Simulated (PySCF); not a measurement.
# ORD: `[C@H]1(C)NC[C@H]1[S@@](C)=O`, C$_{5}$H$_{11}$NOS

Geometry (Å), atoms numbered from 1 in this order:
```xyz
19

C    -1.1368   -1.4839    0.5673
C    -1.0861   -0.3932   -0.4889
N    -1.9142    0.7717   -0.1607
C    -0.8502    1.6969   -0.5526
C     0.1404    0.5319   -0.5386
S     1.1391    0.5689    1.0273
C     2.3835   -0.6766    0.4561
O     1.8373    1.8533    0.9941
H    -0.4066   -2.2609    0.3561
H    -2.1267   -1.9336    0.5750
H    -0.9447   -1.0602    1.5479
H    -1.2958   -0.8270   -1.4800
H    -2.8003    0.8596   -0.6421
H    -0.6654    2.4811    0.1848
H    -0.9667    2.1551   -1.5418
H     0.8139    0.4435   -1.3875
H     3.0696   -0.8583    1.2767
H     1.8728   -1.5926    0.1870
H     2.9272   -0.2667   -0.3877
```

Method: PySCF, TDDFT CAM-B3LYP/def2-SVPD circular dichroism and optical rotation, one conformer, gas phase. Geometry: GFN2-xTB.

The molecule is flexible and this is one conformer; a measurement averages over conformers.

Stereocentres: C2 R, C5 R, S6 R.

Q: What is the specific rotation at 633, 589.3, 546, 436, 405, 365, 355 nm?

A: [α] in deg dm⁻¹ (g/mL)⁻¹:
| λ (nm) | origin-invariant length gauge | modified velocity gauge | length gauge (centre of mass) | isotropic polarisability (au) |
| --- | --- | --- | --- | --- |
| 633 | -71.5 | -61.1 | -71.7 | 92.2 |
| 589.3 | -84.4 | -72.3 | -84.7 | 92.5 |
| 546 | -101.3 | -86.8 | -101.7 | 93.0 |
| 436 | -180.2 | -155.3 | -180.9 | 94.7 |
| 405 | -221.6 | -191.5 | -222.5 | 95.5 |
| 365 | -303.2 | -263.3 | -304.6 | 96.9 |
| 355 | -331.6 | -288.4 | -333.1 | 97.4 |

Q: And for the mirror image at 589.3 nm?

A: +84.4 deg dm⁻¹ (g/mL)⁻¹ (origin-invariant length gauge): the same size and the opposite sign.

Q: What is the molar rotation [Φ] = [α]·M/100 of the geometry above at 589.3 nm?

A: With M = 133.21 g/mol, -112.5 deg cm² dmol⁻¹ (origin-invariant length gauge).

The first excitation lies at 5.87 eV (211 nm) with R = -8.4 × 10⁻⁴⁰ esu² cm² (velocity form).
